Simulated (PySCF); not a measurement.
H6OSi2, charge +1, doublet, at a GFN2-xTB geometry of the parent state (a state made from the parent by changing its charge; the spin is typed, not shown lowest); B3LYP/STO-3G (PySCF).

Input for PySCF:
```python
from pyscf import gto, scf, dft

mol = gto.M(
    atom='''
Si    1.738944   -0.332946    0.096580
O    -0.075498    0.025167   -0.011405
Si   -1.618055    0.305746   -0.087132
H     1.780350   -0.830226   -1.289478
H     2.056657    1.077496    0.379428
H     1.544811   -1.278606    1.209485
H    -2.364984   -0.455585    0.947663
H    -2.181036   -0.078457   -1.407411
H    -1.924252    1.744843    0.119277
''',
    basis='sto-3g',
    charge=1,
    spin=1,
    verbose=4,
)

mf = dft.ROKS(mol)
mf.xc = 'b3lyp'
mf.kernel()
```

**Question.** Write the output that PySCF gives for this input, abridged.

**Answer.** 
```
PySCF version 2.14.0

[INPUT] verbose = 4
[INPUT] num. atoms = 9
[INPUT] num. electrons = 41
[INPUT] charge = 1
[INPUT] spin (= nelec alpha-beta = 2S) = 1
[INPUT] symmetry False subgroup None
[INPUT] Mole.unit = angstrom
[INPUT] Symbol           X                Y                Z      unit          X                Y                Z       unit  Magmom
[INPUT]  1 Si     1.738944000000  -0.332946000000   0.096580000000 AA    3.286127905956  -0.629176754269   0.182509749110 Bohr   0.0
[INPUT]  2 O     -0.075498000000   0.025167000000  -0.011405000000 AA   -0.142670542952   0.047558737377  -0.021552326451 Bohr   0.0
[INPUT]  3 Si    -1.618055000000   0.305746000000  -0.087132000000 AA   -3.057680804483   0.577776203681  -0.164655616686 Bohr   0.0
[INPUT]  4 H      1.780350000000  -0.830226000000  -1.289478000000 AA    3.364373905869  -1.568899761493  -2.436760263652 Bohr   0.0
[INPUT]  5 H      2.056657000000   1.077496000000   0.379428000000 AA    3.886518462170   2.036172340314   0.717015003991 Bohr   0.0
[INPUT]  6 H      1.544811000000  -1.278606000000   1.209485000000 AA    2.919269704215  -2.416215161226   2.285595401770 Bohr   0.0
[INPUT]  7 H     -2.364984000000  -0.455585000000   0.947663000000 AA   -4.469172048978  -0.860930876460   1.790823528384 Bohr   0.0
[INPUT]  8 H     -2.181036000000  -0.078457000000  -1.407411000000 AA   -4.121560707817  -0.148262242555  -2.659621334700 Bohr   0.0
[INPUT]  9 H     -1.924252000000   1.744843000000   0.119277000000 AA   -3.636309274647   3.297275400364   0.225400862960 Bohr   0.0

nuclear repulsion = 153.917913957042
number of shells = 19
number of NR pGTOs = 87
number of NR cGTOs = 29
basis = sto-3g
ecp = {}

******** <class 'pyscf.dft.roks.ROKS'> ********
method = ROKS
initial guess = minao
damping factor = 0
level_shift factor = 0
DIIS = <class 'pyscf.scf.diis.CDIIS'>
diis_start_cycle = 1
diis_space = 8
diis_damp = 0
SCF conv_tol = 1e-09
SCF conv_tol_grad = None
SCF max_cycles = 50
direct_scf = True
direct_scf_tol = 1e-13
num. doubly occ = 20  num. singly occ = 1
XC library pyscf.dft.libxc version 7.1.2
    S. Lehtola, C. Steigemann, M. J. T. Oliveira, and M. A. L. Marques,  SoftwareX 7, 1–5 (2018)
XC functionals = b3lyp
    P. J. Stephens, F. J. Devlin, C. F. Chabalowski, and M. J. Frisch,  J. Phys. Chem. 98, 11623 (1994)
radial grids:
    Treutler-Ahlrichs [JCP 102, 346 (1995); DOI:10.1063/1.469408] (M4) radial grids

becke partition: Becke, JCP 88, 2547 (1988); DOI:10.1063/1.454033
pruning grids: <function nwchem_prune>
grids dens level: 3
symmetrized grids: False
atomic radii adjust function: <function treutler_atomic_radii_adjust>
small_rho_cutoff = 0
Set gradient conv threshold to 3.16228e-05
tot grids = 111296
init E= -649.674285680189
  HOMO = -0.344276392036226  LUMO = 0.00927422616102547  gap/eV = 9.62060
cycle= 1 E= -649.584765229012  delta_E= 0.0895  |g|= 0.623  |ddm|= 2.29
  HOMO = -0.161125478321407  LUMO = -0.0862918327429386  gap/eV = 2.03633
cycle= 2 E= -649.042092949188  delta_E= 0.543  |g|= 1.58  |ddm|= 2.16
  HOMO = -0.380679248149382  LUMO = -0.121095798583618  gap/eV = 7.06363
cycle= 3 E= -649.773901182251  delta_E= -0.732  |g|= 0.254  |ddm|=  1.9
  HOMO = -0.407504713837376  LUMO = -0.116746969655646  gap/eV = 7.91192
cycle= 4 E= -649.793789828525  delta_E= -0.0199  |g|= 0.104  |ddm|= 0.224
  HOMO = -0.415301728153167  LUMO = -0.120938901350424  gap/eV = 8.01002
cycle= 5 E= -649.796210393358  delta_E= -0.00242  |g|= 0.0707  |ddm|= 0.0408
  HOMO = -0.429592066042148  LUMO = -0.126472355706495  gap/eV = 8.24831
cycle= 6 E= -649.798146847609  delta_E= -0.00194  |g|= 0.00512  |ddm|= 0.0844
  HOMO = -0.42850139471135  LUMO = -0.126105178474282  gap/eV = 8.22862
cycle= 7 E= -649.798150897995  delta_E= -4.05e-06  |g|= 0.00224  |ddm|= 0.0331
  HOMO = -0.428531954680174  LUMO = -0.126061552425315  gap/eV = 8.23064
cycle= 8 E= -649.798161942355  delta_E= -1.1e-05  |g|= 0.000233  |ddm|= 0.0181
  HOMO = -0.428559486465405  LUMO = -0.12600672285718  gap/eV = 8.23288
cycle= 9 E= -649.798162040106  delta_E= -9.78e-08  |g|= 0.000207  |ddm|= 0.00255
  HOMO = -0.428559608860825  LUMO = -0.126012290840667  gap/eV = 8.23273
cycle= 10 E= -649.798162118469  delta_E= -7.84e-08  |g|= 0.000189  |ddm|= 0.00121
  HOMO = -0.428562997645779  LUMO = -0.12601276889037  gap/eV = 8.23281
cycle= 11 E= -649.798162210263  delta_E= -9.18e-08  |g|= 0.000191  |ddm|= 0.00185
  HOMO = -0.428563840596706  LUMO = -0.126013040544102  gap/eV = 8.23283
cycle= 12 E= -649.79816191437  delta_E= 2.96e-07  |g|= 0.000188  |ddm|= 0.00593
  HOMO = -0.428527115453099  LUMO = -0.126024444609781  gap/eV = 8.23152
cycle= 13 E= -649.798158432879  delta_E= 3.48e-06  |g|= 0.000511  |ddm|= 0.0735
  HOMO = -0.428519912499122  LUMO = -0.126024752012297  gap/eV = 8.23131
cycle= 14 E= -649.798158265321  delta_E= 1.68e-07  |g|= 0.000565  |ddm|= 0.00298
  HOMO = -0.42853006286597  LUMO = -0.12602533250861  gap/eV = 8.23157
cycle= 15 E= -649.798158002768  delta_E= 2.63e-07  |g|= 0.000522  |ddm|= 0.00852
  HOMO = -0.428388025480941  LUMO = -0.12603003985037  gap/eV = 8.22758
cycle= 16 E= -649.798153670409  delta_E= 4.33e-06  |g|= 0.00156  |ddm|= 0.078
  HOMO = -0.428381899672666  LUMO = -0.126030500876732  gap/eV = 8.22740
cycle= 17 E= -649.798153595514  delta_E= 7.49e-08  |g|= 0.0016  |ddm|= 0.00235
  HOMO = -0.428320271579459  LUMO = -0.126033952837129  gap/eV = 8.22563
cycle= 18 E= -649.798151503106  delta_E= 2.09e-06  |g|= 0.00206  |ddm|= 0.0251
  HOMO = -0.42839087219457  LUMO = -0.126034135253261  gap/eV = 8.22755
cycle= 19 E= -649.798153378671  delta_E= -1.88e-06  |g|= 0.00156  |ddm|= 0.00765
  HOMO = -0.428541823680313  LUMO = -0.12602808387661  gap/eV = 8.23182
cycle= 20 E= -649.798155516685  delta_E= -2.14e-06  |g|= 0.000521  |ddm|= 0.00374
  HOMO = -0.428493127165505  LUMO = -0.126027051550592  gap/eV = 8.23052
cycle= 21 E= -649.798154450361  delta_E= 1.07e-06  |g|= 0.000859  |ddm|= 0.0489
  HOMO = -0.428573678046642  LUMO = -0.126026555685613  gap/eV = 8.23273
cycle= 22 E= -649.798155079065  delta_E= -6.29e-07  |g|= 0.000276  |ddm|= 0.00284
  HOMO = -0.428588978004317  LUMO = -0.126023539579969  gap/eV = 8.23322
cycle= 23 E= -649.79815504283  delta_E= 3.62e-08  |g|= 0.00014  |ddm|= 0.0239
  HOMO = -0.428603026972169  LUMO = -0.126022282121977  gap/eV = 8.23364
cycle= 24 E= -649.798155058993  delta_E= -1.62e-08  |g|= 2.86e-05  |ddm|= 0.00756
  HOMO = -0.428606620138953  LUMO = -0.126022043862564  gap/eV = 8.23375
cycle= 25 E= -649.79815505982  delta_E= -8.27e-10  |g|= 2.26e-06  |ddm|= 7.53e-05
  HOMO = -0.42860629451933  LUMO = -0.126021895377281  gap/eV = 8.23374
Extra cycle  E= -649.798155059807  delta_E= 1.31e-11  |g|= 2.98e-06  |ddm|= 3.15e-05
converged SCF energy = -649.798155059807
```
